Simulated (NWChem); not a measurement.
System: SiH3I; SMILES [SiH3]I

The following NWChem deck was run.

```
start job
memory heap 200 mb stack 900 mb global 1100 mb
geometry units angstroms noautoz
  Si     0.000000     0.000000     1.799927
  I      0.000000     0.000000    -0.649111
  H      1.082660     0.906455     2.273763
  H      0.243683    -1.390839     2.273763
  H     -1.326343     0.484384     2.273763
end
basis spherical
  * library def2-svp
end
ecp
  I library def2-ecp
end
dft
  xc b3lyp
  iterations 150
  mulliken
end
task dft energy
```

Parts of the log:

```
             Northwest Computational Chemistry Package (NWChem) 7.3.0
             --------------------------------------------------------

 C3V symmetry detected

                             Geometry "geometry" -> ""
                             -------------------------

 Output coordinates in angstroms (scale by  1.889725989 to convert to a.u.)

  No.       Tag          Charge          X              Y              Z
 ---- ---------------- ---------- -------------- -------------- --------------
    1 Si                  14.0000    -0.00000000     0.00000000     1.83396437
    2 I                   53.0000     0.00000000     0.00000000    -0.61507363
    3 H                    1.0000     0.99845226     0.99845226     2.30780037
    4 H                    1.0000     0.36545889    -1.36391115     2.30780037
    5 H                    1.0000    -1.36391115     0.36545889     2.30780037

 Effective nuclear repulsion energy (a.u.)     201.8197942843

      Symmetry information
      --------------------

 Group name             C3v
 Group number             17
 Group order               6
 No. of unique centers     3

                                 NWChem DFT Module
                                 -----------------

 Summary of "ao basis" -> "ao basis" (spherical)
 ------------------------------------------------------------------------------
       Tag                 Description            Shells   Functions and Types
 ---------------- ------------------------------  ------  ---------------------
 Si                         def2-svp                 8       18   4s3p1d
 I                          def2-svp                10       26   4s4p2d
 H                          def2-svp                 3        5   2s1p

      Symmetry analysis of basis
      --------------------------

        a1         22
        a2          1
        e          36

  Rotation of axis

            General Information
            -------------------
          SCF calculation type: DFT
          Wavefunction type:  closed shell.
          No. of atoms     :     5
          No. of electrons :    42
           Alpha electrons :    21
            Beta electrons :    21
          Charge           :     0
          Spin multiplicity:     1
          Use of symmetry is: on ; symmetry adaption is: on
          Maximum number of iterations: 150
          AO basis - number of functions:    59
                     number of shells:    27
          Convergence on energy requested:  1.00D-06
          Convergence on density requested:  1.00D-05
          Convergence on gradient requested:  5.00D-04

              XC Information
              --------------
                         B3LYP Method XC Potential
                     Hartree-Fock (Exact) Exchange  0.200
                        Slater Exchange Functional  0.800 local
                    Becke 1988 Exchange Functional  0.720 non-local
              Lee-Yang-Parr Correlation Functional  0.810
                  VWN I RPA Correlation Functional  0.190 local

             Grid Information
             ----------------
          Grid used for XC integration:  medium
          Radial quadrature: Mura-Knowles
          Angular quadrature: Lebedev.
          Tag              B.-S. Rad. Rad. Pts. Rad. Cut. Ang. Pts.
          ---              ---------- --------- --------- ---------
          Si                  1.10       88           9.0       590
          I                   1.40      123          10.0       590
          H                   0.35       45          10.0       434
          Grid pruning is: on
          Number of quadrature shells:   256
          Spatial weights used:  Erf1

      Superposition of Atomic Density Guess
      -------------------------------------

 Sum of atomic energies:        -637.36350123

      Non-variational initial energy
      ------------------------------

 Total energy =    -587.258787
 1-e energy   =   -1125.574161
 2-e energy   =     434.890930
 HOMO         =      -0.337902
 LUMO         =       0.030542

      Symmetry analysis of molecular orbitals - initial
      -------------------------------------------------

  Numbering of irreducible representations:

     1 a1          2 a2          3 e

  Orbital symmetries:

     1 a1          2 a1          3 a1          4 a1          5 e
     6 e           7 e           8 e           9 a1         10 a1
    11 e          12 e          13 e          14 e          15 a1
    16 a1         17 e          18 e          19 a1         20 e
    21 e          22 a1         23 e          24 e          25 a1
    26 a1         27 a1         28 e          29 e          30 e
    31 e

     ---------------------------------------------
      Total Density - Mulliken Population Analysis
     ---------------------------------------------

    Atom       Charge   Shell Charges
 -----------   ------   -------------------------------------------------------
    1 Si  14    13.45   2.00  1.99  0.99  0.28  5.94  1.03  1.10  0.12
    2 I   25    25.36   1.83  0.22  1.23  0.68  2.92  3.13  2.66  2.68  9.82  0.19
    3 H    1     1.06   0.69  0.36  0.01
    4 H    1     1.06   0.69  0.36  0.01
    5 H    1     1.06   0.69  0.36  0.01

   convergence    iter        energy       DeltaE   RMS-Dens  Diis-err
 ---------------- ----- ----------------- --------- --------- ---------
 d= 0,ls=0.0,diis     1   -589.0152209292 -6.92D+02  1.39D-02  1.81D-01
 d= 0,ls=0.0,diis     2   -589.0190589450 -3.84D-03  8.38D-03  1.30D-01
 d= 0,ls=0.0,diis     3   -589.0433749277 -2.43D-02  2.00D-03  1.00D-02
 d= 0,ls=0.0,diis     4   -589.0452485237 -1.87D-03  3.35D-04  1.88D-04
 d= 0,ls=0.0,diis     5   -589.0452707734 -2.22D-05  4.92D-05  5.12D-06
 d= 0,ls=0.0,diis     6   -589.0452714563 -6.83D-07  1.16D-05  3.45D-07
 d= 0,ls=0.0,diis     7   -589.0452715207 -6.44D-08  1.23D-06  1.38D-09

[...]
```

Level: B3LYP/def2-SVP with def2 effective core potentials on I. Coordinates come from a PBE0/def2-SVP optimisation. B3LYP is NWChem's, with the RPA form of VWN correlation. def2 effective core potentials on I; no spin-orbit coupling.
